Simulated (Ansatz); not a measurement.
Consider the redistribution: `CC[Si]CC` + `C[S][MgH]` → `CC[Si]SC` + `C[CH2][MgH]`.

Program: Ansatz. Geometries: PBE0-D4/def2-TZVP. ΔE: electronic, gas phase. CCSD(T)/CBS adds triple-zeta CCSD(T) − MP2 to the extrapolated MP2 energy (def2 sets, frozen cores). DFT in def2-TZVPP. For Mg outer-core shells are correlated without core-valence functions, which leaves a few kJ/mol of doubt a bond. Each species was taken in one conformer, which may not be the lowest.

`CC[Si]CC`:

```xyz
15

C     0.740    1.685    0.595
C    -0.578    1.009    1.006
Si   -1.507    0.650   -0.617
C    -0.550   -0.867   -1.259
C     0.164   -1.830   -0.321
H     0.573    2.534   -0.078
H     1.276    2.074    1.465
H     1.408    0.990    0.081
H    -1.162    1.694    1.627
H    -0.373    0.114    1.602
H    -1.218   -1.406   -1.942
H     0.175   -0.387   -1.943
H    -0.538   -2.313    0.364
H     0.678   -2.625   -0.869
H     0.912   -1.322    0.291
```

`C[S][MgH]`:

Cartesian coordinates in Å:
```
C -0.911 -0.222 0.745
S -0.795 0.270 -1.011
Mg 1.463 0.410 -1.386
H -0.474 0.525 1.407
H -0.444 -1.190 0.929
H -1.971 -0.308 0.983
H 3.132 0.515 -1.667
```

`CC[Si]SC`:

Cartesian coordinates in Å:
```
C -0.424 1.159 1.208
C 0.799 0.267 0.963
Si 0.303 -1.550 1.283
S -0.426 -2.175 -0.606
C -0.227 -0.895 -1.878
H -0.845 1.002 2.205
H -0.167 2.219 1.129
H -1.224 0.959 0.489
H 1.211 0.442 -0.034
H 1.583 0.524 1.683
H 0.828 -0.728 -2.091
H -0.695 0.039 -1.574
H -0.717 -1.263 -2.779
```

`C[CH2][MgH]`:

```xyz
9

C     0.571   -0.211   -1.011
C     0.349   -0.197    0.503
Mg   -1.462    0.626    1.174
H    -0.200   -0.786   -1.535
H     1.535   -0.653   -1.293
H     0.553    0.796   -1.439
H     1.170    0.347    0.989
H     0.424   -1.220    0.894
H    -2.940    1.298    1.719
```

```
         level  ΔE (kcal/mol)  difference from CCSD(T)/CBS
   LDA (SPW92)            1.7                         -3.2
     revPBE-D4            2.0                         -2.9
        B97M-V            4.0                         -0.9
      BHLYP-D4            6.1                          1.2
       ωB97X-V            6.2                          1.3
          BLYP            2.2                         -2.7
        r2SCAN            3.9                         -1.0
  MP2/def2-SVP            7.1                          2.2
MP2/def2-TZVPP            4.5                         -0.4
CCSD/CBS(def2)            6.1                          1.2
   CCSD(T)/CBS            4.9                            0
```

Largest T1 diagnostic among the species: 0.014.

Leaving LDA and LC-ωPBE aside and taking each functional with its dispersion term where it has one, the values, not all of them listed here, spread over 4.4 kcal/mol, from PBE-D4 to ωB97X-V. In def2-TZVPP, CCSD(T) changes the Hartree–Fock value by −4.9 kcal/mol (the triples alone add −1.2 kcal/mol) and MP2 by −5.4 kcal/mol. From r2SCAN to r2SCAN0 (25 % exact exchange), in def2-TZVPP and without D4, ΔE moves by +1.5 kcal/mol.
